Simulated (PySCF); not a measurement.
The isolated species `S=C=[N][GaH2]` is ionised with Al Kα (hν = 1486.6 eV). Calculated photoelectron kinetic energies of its computed core levels, recoil neglected:

```csv
line,kinetic energy (eV)
1,1193.60
2,1081.86
```

Computed, not measured: delta-SCF UKS SCAN, pcX-2 on the ionised atom, pcseg-1 elsewhere, spin-free X2C (PySCF).

Task: Convert to binding energies and name the level and atom behind each line. Bonds: Ga1–N4, N4–C5, C5–S6. Hydrogens: H2, H3 on Ga1.

Result: Against the vacuum level, binding energy = hν − kinetic energy.

```tsv
line	binding energy (eV)	level	atoms	environment
1	293.00	C 1s	C5	carbon bonded to N and S
2	404.74	N 1s	N4	nitrogen bonded to C and Ga
```

Out of reach at this photon energy: S 1s (2476.9 eV).

Task: Where does line 1 move with hν = 1253.6 eV?

Result: To 1253.6 − 293.00 = 960.60 eV; every photoline shifts by the change in photon energy, -233.0 eV.

Task: Give the binding energy of C 1s of C5 in hartree and in kJ/mol.

Result: 293.00 eV = 10.7676 Eh = 28270 kJ/mol.

Other core shells, valence and Auger electrons aren't listed. Not every level is listed. No level of gallium is listed. Geometry: PBE0-D3(BJ)/def2-SVP; no solvent, vibrations or thermal averaging.
